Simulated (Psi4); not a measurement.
C₃H₁₁Si₃, doublet, at a GFN2-xTB geometry; CISD/STO-3G in Psi4.

Input for Psi4:
```
memory 2 GB

molecule mol {
0 2
C     1.513802    0.818092    0.505398
Si    1.637543   -0.926619   -0.130141
C    -0.041289   -1.750018    0.213746
Si   -1.560546   -0.844471   -0.488723
C    -1.261094    1.026719   -0.654965
Si   -0.074024    1.782017    0.622713
H     2.423279    1.303585    0.829845
H     2.728814   -1.651153    0.543360
H     1.906347   -0.942578   -1.579820
H    -0.029209   -2.770137   -0.166920
H    -0.160416   -1.836410    1.293727
H    -1.890535   -1.396516   -1.813823
H    -2.711497   -1.078561    0.399958
H    -2.218685    1.543355   -0.612399
H    -0.859049    1.224678   -1.648597
H     0.161526    3.209484    0.344748
H    -0.660722    1.672524    1.970968
}

set {
  basis sto-3g
  reference uhf
}

energy('cisd')
print_variables()
```

### Question
What does Psi4 print? Leave out banner, timings and long lists.

### Answer

```
Traceback (most recent call last):
  File "psi4", line 375, in <module>
  File "<string>", line 38, in <module>
  File "site-packages/psi4/driver/driver.py", line 461, in energy
  File "site-packages/psi4/driver/task_planner.py", line 255, in task_planner
  File "site-packages/psi4/driver/driver_util.py", line 222, in negotiate_derivative_type
  File "site-packages/psi4/driver/driver_util.py", line 355, in highest_analytic_derivative_available

psi4.driver.p4util.exceptions.MissingMethodError: Method=cisd is not available for any derivative level under conditions CI_TYPE=CONV, REFERENCE=UHF, FREEZE_CORE=FALSE, QC_MODULE=(auto). See https://psicode.org/psi4manual/master/introduction.html#ss-cisd. Or did you mean? ccd ccsd cisdt cisdtq qcisd lccsd ci2 ci3 ci4 ci5 ci6 ci7 ci8 ci9 ci10 ci11 ci12 ci13 ci14 ci15 ci16 ci17 ci18 ci19 ci20 ci21 ci22 ci23 ci24 ci25 ci26 ci27 ci28 ci29 ci30 ci31 ci32 ci33 ci34 ci35 ci36 ci37 ci38 ci39 ci40 ci41 ci42 ci43 ci44 ci45 ci46 ci47 ci48 ci49 ci50 ci51 ci52 ci53 ci54 ci55 ci56 ci57 ci58 ci59 ci60 ci61 ci62 ci63 ci64 ci65 ci66 ci67 ci68 ci69 ci70 ci71 ci72 ci73 ci74 ci75 ci76 ci77 ci78 ci79 ci80 ci81 ci82 ci83 ci84 ci85 ci86 ci87 ci88 ci89 ci90 ci91 ci92 ci93 ci94 ci95 ci96 ci97 ci98

Printing out the relevant lines from the Psithon --> Python processed input file:
    H    -0.660722    1.672524    1.970968
    ""","mol")
    core.IO.set_default_namespace("mol")
    core.set_global_option("BASIS", "sto-3g")
    core.set_global_option("REFERENCE", "uhf")
--> energy('cisd')
    print_variables()

!----------------------------------------------------------------------------------!
!                                                                                  !
!  Method=cisd is not available for any derivative level under conditions          !
!     CI_TYPE=CONV, REFERENCE=UHF, FREEZE_CORE=FALSE, QC_MODULE=(auto). See        !
!     https://psicode.org/psi4manual/master/introduction.html#ss-cisd. Or did you  !
!     mean? ccd ccsd cisdt cisdtq qcisd lccsd ci2 ci3 ci4 ci5 ci6 ci7 ci8 ci9 ci10 !
!     ci11 ci12 ci13 ci14 ci15 ci16 ci17 ci18 ci19 ci20 ci21 ci22 ci23 ci24 ci25   !
!     ci26 ci27 ci28 ci29 ci30 ci31 ci32 ci33 ci34 ci35 ci36 ci37 ci38 ci39 ci40   !
!     ci41 ci42 ci43 ci44 ci45 ci46 ci47 ci48 ci49 ci50 ci51 ci52 ci53 ci54 ci55   !
!     ci56 ci57 ci58 ci59 ci60 ci61 ci62 ci63 ci64 ci65 ci66 ci67 ci68 ci69 ci70   !
!     ci71 ci72 ci73 ci74 ci75 ci76 ci77 ci78 ci79 ci80 ci81 ci82 ci83 ci84 ci85   !
!     ci86 ci87 ci88 ci89 ci90 ci91 ci92 ci93 ci94 ci95 ci96 ci97 ci98             !
!                                                                                  !
!----------------------------------------------------------------------------------!
```

The program refused the input.
